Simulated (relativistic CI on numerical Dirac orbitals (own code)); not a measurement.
## Pr30+: computed level list

Method of calculation: Dirac-Coulomb-Breit CI, KLI orbitals optimised for each configuration, a model potential for QED, unscaled Slater integrals (own radial code, finite nucleus).

Configuration list (outside the closed core [Ar]): 3d10.4s, 3d10.4p, 3d10.4d, 3d10.4f, 3d10.5s, 3d10.5p, 3d10.5d, 3d10.5f, 3d10.5g, 3d10.6s, 3d10.6p, 3d10.6d, 3d9.4s2, 3d10.6f, 3d10.7s, 3d9.4s.4p, 3d10.8s, 3d9.4s.4d, 3d9.4s.4f, 3d9.4s.5s, 3d9.4s.5p, 3d9.4s.5d, 3d9.4s.5f. Double excitations out of closed p, d and f shells are left out; levels of such configurations are missing from the list, as are those of other unlisted configurations, and high levels can miss mixing partners.

The lowest level is 3d10.4s 2S_1/2, with 100 % of that term; Hund's rules for 3d10.4s give 2S with J = 1/2, in agreement.

```tsv
No.	Configuration	Term	J	E (eV)	%	Next component (%)	Landé g
1	3d10.4s	2S	1/2	0.000	100		1.999
2	3d10.4p	2P°	1/2	63.270	100		0.662
3	3d10.4p	2P°	3/2	93.174	100		1.331
4	3d10.4d	2D	3/2	195.338	100		0.797
5	3d10.4d	2D	5/2	201.448	100		1.198
6	3d10.4f	2F°	5/2	310.533	100		0.855
7	3d10.4f	2F°	7/2	311.603	100		1.141
8	3d10.5s	2S	1/2	479.841	100		2.000
9	3d10.5p	2P°	1/2	509.956	100		0.664
10	3d10.5p	2P°	3/2	523.617	100		1.333
11	3d10.5d	2D	3/2	571.210	100		0.798
12	3d10.5d	2D	5/2	574.104	100		1.199
13	3d10.5f	2F°	5/2	621.879	100		0.856
14	3d10.5f	2F°	7/2	622.556	100		1.142
15	3d10.5g	2G	7/2	643.181	100		0.888
16	3d10.5g	2G	9/2	643.433	100		1.110
17	3d10.6s	2S	1/2	713.696	100		2.001
18	3d10.6p	2P°	1/2	730.241	100		0.665
19	3d10.6p	2P°	3/2	737.659	100		1.333
20	3d10.6d	2D	3/2	763.714	100		0.799
21	3d10.6d	2D	5/2	765.327	100		1.200
22	3d9.4s2	2D	5/2	787.551	100		1.194
23	3d10.6f	2F°	5/2	791.037	100		0.856
24	3d10.6f	2F°	7/2	791.459	100		1.142
25	3d9.4s2	2D	3/2	808.800	100		0.793
26	3d9.4s.4p	4P°	5/2	840.256	40	27 4D°	1.331
27	3d9.4s.4p	2F°	5/2	844.585	45	26 4P°	1.117
28	3d9.4s.4p	4F°	7/2	844.952	47	29 2F°	1.253
29	3d10.7s	2S	1/2	845.627	100		2.001
30	3d9.4s.4p	2D°	3/2	846.041	28	28 2P°	1.159
31	3d9.4s.4p	4F°	3/2	861.852	72	14 2D°	0.574
32	3d9.4s.4p	4F°	5/2	866.295	41	36 2F°	1.028
33	3d9.4s.4p	4P°	3/2	866.614	33	21 2P°	1.222
34	3d9.4s.4p	4D°	1/2	867.878	67	17 4P°	0.556
35	3d9.4s.4p	4F°	9/2	869.441	100		1.329
36	3d9.4s.4p	2D°	5/2	872.608	50	22 4D°	1.296
37	3d9.4s.4p	2P°	3/2	872.755	43	35 2D°	1.209
38	3d9.4s.4p	4D°	7/2	872.865	63	28 2F°	1.328
39	3d9.4s.4p	2P°	1/2	873.363	91	9 4P°	0.834
40	3d9.4s.4p	2F°	7/2	886.120	85	10 4F°	1.161
41	3d9.4s.4p	2P°	3/2	886.239	79	15 2D°	1.258
42	3d9.4s.4p	2D°	5/2	888.974	80	13 2F°	1.164
43	3d9.4s.4p	4P°	1/2	889.958	73	19 4D°	2.009
44	3d9.4s.4p	2F°	7/2	892.676	58	34 4F°	1.193
45	3d9.4s.4p	4D°	3/2	892.767	49	27 4P°	1.291
46	3d9.4s.4p	4D°	5/2	893.947	40	28 2D°	1.226
47	3d9.4s.4p	2P°	1/2	906.364	86	14 4D°	0.574
48	3d9.4s.4p	2F°	5/2	907.800	79	14 2D°	0.918
49	3d9.4s.4p	2D°	3/2	909.967	82	9 2P°	0.846
50	3d10.8s	2S	1/2	927.404	100		2.002
51	3d9.4s.4d	4S	3/2	973.827	60	34 4P	1.854
52	3d9.4s.4d	2G	7/2	977.705	51	38 4G	0.960
53	3d9.4s.4d	4D	5/2	978.078	47	37 4P	1.393
54	3d9.4s.4d	4G	9/2	978.342	63	29 2G	1.162
55	3d9.4s.4d	2P	1/2	978.577	31	26 2S	1.391
56	3d9.4s.4d	4D	3/2	979.800	37	24 2P	1.186
57	3d9.4s.4d	4D	7/2	980.494	42	36 4F	1.256
58	3d9.4s.4d	2F	5/2	981.184	44	22 4F	0.977
59	3d9.4s.4d	4G	11/2	981.847	100		1.269
60	3d9.4s.4d	2D	3/2	984.327	43	34 2P	1.085
61	3d9.4s.4d	2P	1/2	984.482	47	37 2S	1.138
62	3d9.4s.4d	4D	7/2	985.432	41	39 2F	1.243
63	3d9.4s.4d	4F	9/2	985.840	78	21 2G	1.282
64	3d9.4s.4d	2D	5/2	986.045	37	25 4P	1.233
65	3d9.4s.4d	2G	9/2	990.081	93	6 4G	1.114
66	3d9.4s.4d	2P	3/2	991.307	64	29 2D	1.146
67	3d9.4s.4d	2D	5/2	992.553	77	19 2F	1.137
68	3d9.4s.4d	4P	1/2	993.070	61	27 2P	2.041
69	3d9.4s.4d	2F	7/2	993.529	80	15 2G	1.105
70	3d9.4s.4d	4G	5/2	997.908	81	18 2F	0.623
```

Energies count from the lowest computed level; ° marks odd parity.

The mean weight of the leading LS term, summed over parents, in these 70 levels is 76 %, and that of the leading jj configuration (from the same eigenvectors) 95 %, so jj coupling describes them better and the LS labels are nominal.

At this charge energies of transitions that change n are usually good to better than 1 %, and those within a shell (Δn = 0) to a few per cent.

LS names give the leading component of a level, which can be under half, so a name can repeat, a term be missing and a line seem to break the LS rules.
